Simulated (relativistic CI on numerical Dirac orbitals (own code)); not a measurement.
## F III: sensitivity of the levels to the model

Base calculation: Dirac-Coulomb-Breit CI, separate exchange-only KLI orbitals for each configuration, model QED, valence Slater integrals scaled by 0.85, P86 correlation energy added to each configuration.

Configuration list (outside the closed core 1s2): 2s²2p³, 2s2p⁴, 2p⁵, 2s²2p²3s, 2s²2p²3p, 2s²2p²3d, 2s²2p²4s, 2s²2p²4p, 2s²2p²4d, 2s²2p²4f, 2s²2p3s², 2s2p³3s, 2p⁴3s, 2s²2p3s3p, 2p⁴3p, 2s2p³3p. Levels of other configurations are missing.

Variants: (1) configuration mixing switched off. Shifts of the energy above 2s²2p³ ⁴S°3/2, in cm⁻¹, for the lowest level and the first level of each name with at least 55 % of one term (blank where a level changes its place among those of its configuration and J or its character, or is not in the variant):

```tsv
Level	Base	Δ(1)	Measured
2s²2p³ ⁴S°3/2	0	0	0
2s²2p³ ²D°5/2	32546	-810	
2s²2p³ ²D°3/2	32578	-806	
2s²2p³ ²P°1/2	45964	+7001	
2s²2p³ ²P°3/2	45965	+7008	
2s2p⁴ ⁴P5/2	155976	+986	151898
2s2p⁴ ⁴P3/2	156308	+988	152235
2s2p⁴ ⁴P1/2	156481	+990	152410
2s2p⁴ ²D5/2	214448	+1476	210240
2s2p⁴ ²D3/2	214464	+1474	210256
2s2p⁴ ²S1/2	245839	+1664	248260
2s2p⁴ ²P3/2	268220	+2104	266559
2s2p⁴ ²P1/2	268599	+2107	266943
2s²2p²3s ⁴P1/2	313223	+4840	316707
```

Correlation outside the listed configurations is missing or only estimated: errors of thousands of cm⁻¹ between configurations and terms are usual at this charge. Rates and lifetimes follow the computed energies and can be off by large factors. The fine structure of a lone outer electron comes out too small, for d and f at times inverted, and misplaced configurations move strength between like terms. 66 of the 68 excited levels that our extract of the measured tables holds in this range could be paired (the sources list more); they are missed by 3079 cm⁻¹ on average and 23209 at most, and levels without a partner can miss by more. Some levels of the ground configuration have no partner and can miss by 10 % or more.

Measured levels: Moore, Atomic Energy Levels, vol. I, NSRDS-NBS 35 (1971 reprint of NBS Circular 467, 1949).

Ionisation energy from the two ground configurations alone: base 62.9 eV. The NIST ASD value (semi-empirical) is 62.708 eV.
